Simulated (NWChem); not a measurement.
# silene (CH$_{4}$Si) in NWChem

```xyz
6

C      0.0000     0.0000     1.1569
Si     0.0000     0.0000    -0.5507
H      0.9266     0.0000     1.7379
H     -0.9266     0.0000     1.7379
H     -1.2496     0.0000    -1.3539
H      1.2496     0.0000    -1.3539
```
Charge 0, spin multiplicity 1.

The numbers come from NWChem runs, not from measurements. Structure: optimised with PBE0/def2-SVP, a minimum by its harmonic frequencies.

Symmetry labels belong to the abelian group C2v used in the runs, with the axes of the coordinates shown.

### Question
List the lowest 4 singlet excitations that CIS/def2-SVPD gives, with oscillator strengths.

### Answer
| state | symmetry | energy (eV) | wavelength (nm) | f |
|---|---|---|---|---|
| 1 | a1 | 5.57 | 223 | 0.414 |
| 2 | b2 | 6.09 | 204 | 0.161 |
| 3 | b2 | 6.86 | 181 | 0.022 |
| 4 | b2 | 7.23 | 172 | 0.125 |
